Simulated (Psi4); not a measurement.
H₂O₄S, charge +1, doublet, geometry from GFN2-xTB (a state made from the parent by changing its charge; the spin is typed, not shown lowest); MP2/6-31G* (Psi4).

The Psi4 input:
```
memory 2 GB

molecule mol {
1 2
O    -0.465291    1.412206   -0.070958
S    -0.016267   -0.025673   -0.002457
O    -0.361073   -0.829278   -1.162329
O    -0.689353   -0.828607    1.003637
O     1.462984    0.162450    0.221684
H    -1.389015    1.659602   -0.211037
H     2.071144   -0.582999    0.314089
}

set {
  basis 6-31g*
  reference uhf
  freeze_core true
  mp2_type conv
  scf_type pk
  puream true
  d_convergence 1e-8
}

energy('mp2')
print_variables()
```

Predict the main parts of the log of this Psi4 run.


```
   => Loading Basis Set <=

    Name: 6-31G*
    Role: ORBITAL
    Keyword: BASIS

         ---------------------------------------------------------
                                   SCF
               by Justin Turney, Rob Parrish, Andy Simmonett
                          and Daniel G. A. Smith
                              UHF Reference
         ---------------------------------------------------------

  ==> Geometry <==

    Molecular point group: c1
    Full point group: C1

    Geometry (in Angstrom), charge = 1, multiplicity = 2:

       Center              X                  Y                   Z               Mass
    ------------   -----------------  -----------------  -----------------  -----------------
         O           -0.458389898481     1.423097709894    -0.069915688939    15.994914619570
         S           -0.009365898481    -0.014781290106    -0.001414688939    31.972071174400
         O           -0.354171898481    -0.818386290106    -1.161286688939    15.994914619570
         O           -0.682451898481    -0.817715290106     1.004679311061    15.994914619570
         O            1.469885101519     0.173341709894     0.222726311061    15.994914619570
         H           -1.382113898481     1.670493709894    -0.209994688939     1.007825032230
         H            2.078045101519    -0.572107290106     0.315131311061     1.007825032230

  Running in c1 symmetry.

  Rotational constants: A =      0.18731  B =      0.17167  C =      0.15128 [cm^-1]
  Rotational constants: A =   5615.30873  B =   5146.52109  C =   4535.15137 [MHz]
  Nuclear repulsion =  292.648926816015319

  Charge       = 1
  Multiplicity = 2
  Electrons    = 49
  Nalpha       = 25
  Nbeta        = 24

  ==> Algorithm <==

  SCF Algorithm Type is PK.
  DIIS enabled.
  MOM disabled.
  Fractional occupation disabled.
  Guess Type is SAD.
  Energy threshold   = 1.00e-08
  Density threshold  = 1.00e-08
  Integral threshold = 1.00e-12

  ==> Primary Basis <==

  Basis Set: 6-31G*
    Blend: 6-31G*
    Number of shells: 36
    Number of basis functions: 78
    Number of Cartesian functions: 83
    Spherical Harmonics?: true
    Max angular momentum: 2

  ==> Integral Setup <==

  Using in-core PK algorithm.
   Calculation information:
      Number of atoms:                   7
      Number of AO shells:              36
      Number of primitives:             95
      Number of atomic orbitals:        83
      Number of basis functions:        78

      Integral cutoff                 1.00e-12
      Number of threads:                 1

  Performing in-core PK
  Using 9495642 doubles for integral storage.
  We computed 211953 shell quartets total.
  Whereas there are 222111 unique shell quartets.

  ==> DiskJK: Disk-Based J/K Matrices <==

    J tasked:                  Yes
    K tasked:                  Yes
    wK tasked:                  No
    Schwarz Cutoff:          1E-12

  Minimum eigenvalue in the overlap matrix is 1.4710597472E-02.
  Reciprocal condition number of the overlap matrix is 3.5764070748E-03.
    Using symmetric orthogonalization.

  ==> Pre-Iterations <==

  SCF Guess: Superposition of Atomic Densities via on-the-fly atomic UHF (no occupation information).

   -------------------------
    Irrep   Nso     Nmo
   -------------------------
     A         78      78
   -------------------------
    Total      78      78
   -------------------------

  ==> Iterations <==

                        Total Energy        Delta E     RMS |[F,P]|

   @UHF iter SAD:  -698.26822075116684   -6.98268e+02   0.00000e+00
   @UHF iter   1:  -697.40585293149752    8.62368e-01   8.88437e-03 DIIS/ADIIS
   @UHF iter   2:  -697.57013079702233   -1.64278e-01   5.05373e-03 DIIS/ADIIS
   @UHF iter   3:  -697.63007635577651   -5.99456e-02   8.62654e-04 DIIS/ADIIS
   @UHF iter   4:  -697.63380983100512   -3.73348e-03   2.86653e-04 DIIS/ADIIS
   @UHF iter   5:  -697.63445521482686   -6.45384e-04   1.34376e-04 DIIS/ADIIS
   @UHF iter   6:  -697.63462281752140   -1.67603e-04   7.02057e-05 DIIS
   @UHF iter   7:  -697.63466702400785   -4.42065e-05   3.63242e-05 DIIS
   @UHF iter   8:  -697.63468911780683   -2.20938e-05   1.78118e-05 DIIS
   @UHF iter   9:  -697.63469553299615   -6.41519e-06   7.37448e-06 DIIS
   @UHF iter  10:  -697.63469662953389   -1.09654e-06   3.02225e-06 DIIS
   @UHF iter  11:  -697.63469679897457   -1.69441e-07   1.21239e-06 DIIS
   @UHF iter  12:  -697.63469682480854   -2.58340e-08   4.08398e-07 DIIS
   @UHF iter  13:  -697.63469682695245   -2.14391e-09   1.79055e-07 DIIS
   @UHF iter  14:  -697.63469682738719   -4.34738e-10   6.00526e-08 DIIS
   @UHF iter  15:  -697.63469682742357   -3.63798e-11   2.73294e-08 DIIS
   @UHF iter  16:  -697.63469682742652   -2.95586e-12   9.74479e-09 DIIS
  Energy and wave function converged.

  ==> Post-Iterations <==

   @Spin Contamination Metric:   5.347291049E-02
   @S^2 Expected:                7.500000000E-01
   @S^2 Observed:                8.034729105E-01
   @S   Expected:                5.000000000E-01
   @S   Observed:                5.000000000E-01

    Orbital Energies [Eh]
    ---------------------

    Alpha Occupied:

[...]
      25A     -0.807064

    Alpha Virtual:

[...]
    Beta Occupied:

[...]
    Beta Virtual:

[...]
    Final Occupation by Irrep:
              A
    DOCC [    24 ]
    SOCC [     1 ]
    NA   [    25 ]
    NB   [    24 ]

  @UHF Final Energy:  -697.63469682742652

   => Energetics <=

    Nuclear Repulsion Energy =            292.6489268160153188
    One-Electron Energy =               -1529.7989429740227934
    Two-Electron Energy =                 539.5153193305809509
    Total Energy =                       -697.6346968274265237

  UHF NO Occupations:
  HONO-2 :   23  A 1.9992226
  HONO-1 :   24  A 1.9758410
  HONO-0 :   25  A 1.0000000
  LUNO+0 :   26  A 0.0241590
  LUNO+1 :   27  A 0.0007774
  LUNO+2 :   28  A 0.0006718
  LUNO+3 :   29  A 0.0006295

Computation Completed

[...]
  DIE_IF_NOT_CONVERGED          => (empty)
[...]
  FREEZE_CORE                   => TRUE            !
  FREEZE_CORE_POLICY            => (empty)
  FROZEN_DOCC                   => (empty)
  FROZEN_UOCC                   => (empty)
  INTEGRAL_PACKAGE              => (empty)
  IP_POLES                      => (empty)
  LEVEL_SHIFT                   => (empty)
  LITERAL_CFOUR                 => (empty)
  LS_THC_BASIS_TOLERANCE        => (empty)
  LS_THC_DF                     => (empty)
  LS_THC_PRUNING_SCHEME         => (empty)
  LS_THC_RADIAL_POINTS          => (empty)
  LS_THC_SPHERICAL_POINTS       => (empty)
  LS_THC_S_EPSILON              => (empty)
  LS_THC_WEIGHTS_TOLERANCE      => (empty)
  MAT_NUM_COLUMN_PRINT          => (empty)
  MAX_MOGRAD_CONVERGENCE        => (empty)
  MAX_RADIAL_MOMENT             => (empty)
  MBIS_D_CONVERGENCE            => (empty)
  MBIS_MAXITER                  => (empty)
  MBIS_PRUNING_SCHEME           => (empty)
  MBIS_RADIAL_POINTS            => (empty)
  MBIS_SPHERICAL_POINTS         => (empty)
  MOGRAD_DAMPING                => (empty)
  MOLDEN_WITH_VIRTUAL           => (empty)
  MO_MAXITER                    => (empty)
  MO_READ                       => (empty)
  MO_STEP_MAX                   => (empty)
  MO_WRITE                      => (empty)
  MP2_OS_SCALE                  => (empty)
  MP2_SOS_SCALE                 => (empty)
  MP2_SOS_SCALE2                => (empty)
  MP2_SS_SCALE                  => (empty)
  MP2_TYPE                      => CONV            !
  MP_TYPE                       => (empty)
  NAT_ORBS                      => (empty)
  NUM_FROZEN_DOCC               => (empty)
  NUM_FROZEN_UOCC               => (empty)
  NUM_GPUS                      => (empty)
  OCC_ORBS_PRINT                => (empty)
  OEPROP                        => (empty)
  OPT_METHOD                    => (empty)
  ORBITAL_OPTIMIZER_PACKAGE     => (empty)
  ORB_OPT                       => FALSE           !
  ORB_RESP_SOLVER               => (empty)
  ORTH_TYPE                     => (empty)
  OS_SCALE                      => (empty)
  PARENT_SYMMETRY               => (empty)
  PCG_BETA_TYPE                 => (empty)
  PCG_CONVERGENCE               => (empty)
  PCG_MAXITER                   => (empty)
  PCM                           => (empty)
  PE                            => (empty)
  PRINT                         => (empty)
  PRINT_NOONS                   => (empty)
  PROPERTIES                    => (empty)
  PROPERTIES_ORIGIN             => (empty)
  PUREAM                        => TRUE            !
  QC_MODULE                     => (empty)
  RAS1                          => (empty)
  RAS2                          => (empty)
  RAS3                          => (empty)
  RAS4                          => (empty)
  RELATIVISTIC                  => (empty)
  RELAXED                       => (empty)
  REMP_A                        => (empty)
  RESTRICTED_DOCC               => (empty)
  RESTRICTED_UOCC               => (empty)
  RMS_MOGRAD_CONVERGENCE        => (empty)
  R_CONVERGENCE                 => (empty)
  SCF_TYPE                      => PK              !
  SCREENING                     => (empty)
  SCS_TYPE                      => (empty)
  SOCC                          => (empty)
  SOS_TYPE                      => (empty)
  SPIN_SCALE_TYPE               => NONE            !
  SS_SCALE                      => (empty)
  SYMMETRIZE                    => (empty)
  TPDM_ABCD_TYPE                => (empty)
  WFN                           => (empty)
  WFN_TYPE                      => OMP2            !
  WRITER_FILE_LABEL             => (empty)
  ZORA_BASIS_TOLERANCE          => (empty)
  ZORA_NR_DEBUG                 => (empty)
  ZORA_PRUNING_SCHEME           => (empty)
  ZORA_RADIAL_POINTS            => (empty)
  ZORA_SPHERICAL_POINTS         => (empty)

 ==============================================================================
 ==============================================================================
 ==============================================================================

                             MP2
                    Program Written by Ugur Bozkaya,
              Additional Contributions by J. P. Misiewicz

 ==============================================================================
 ==============================================================================
 ==============================================================================

	MO spaces per irreps...

	IRREP   FC   AOCC  BOCC  AVIR    BVIR  FV
	==========================================
	   A     9    16    15    53     54     0
	==========================================

	Computing MP2 energy using SCF MOs (Canonical MP2)...
	==============================================================================
	Nuclear Repulsion Energy (a.u.)    :   292.64892681601532
	SCF Energy (a.u.)                  :  -697.63469682742652
	REF Energy (a.u.)                  :  -697.63469682742652
	Alpha-Alpha Contribution (a.u.)    :    -0.11412257395068
	Alpha-Beta Contribution (a.u.)     :    -0.58590449989010
	Beta-Beta Contribution (a.u.)      :    -0.11853562199455
	Scaled_SS Correlation Energy (a.u.):    -0.07755273198174
	Scaled_OS Correlation Energy (a.u.):    -0.70308539986811
	SCS-MP2 Total Energy (a.u.)        :  -698.41533495927638
	SOS-MP2 Total Energy (a.u.)        :  -698.33778222729461
	SCSN-MP2 Total Energy (a.u.)       :  -698.04417525229007
	SCS-MP2-VDW Total Energy (a.u.)    :  -698.50098368525846
	SOS-PI-MP2 Total Energy (a.u.)     :  -698.45496312727266
	MP2 Correlation Energy (a.u.)      :    -0.81856269583533
	MP2 Total Energy (a.u.)            :  -698.45325952326186
	==============================================================================

  Variable Map:
  ----------------------------------------------------------------------------
[...]
  Array Variable Map:
  ----------------------------------------------------------------------------
[...]
[...]
```
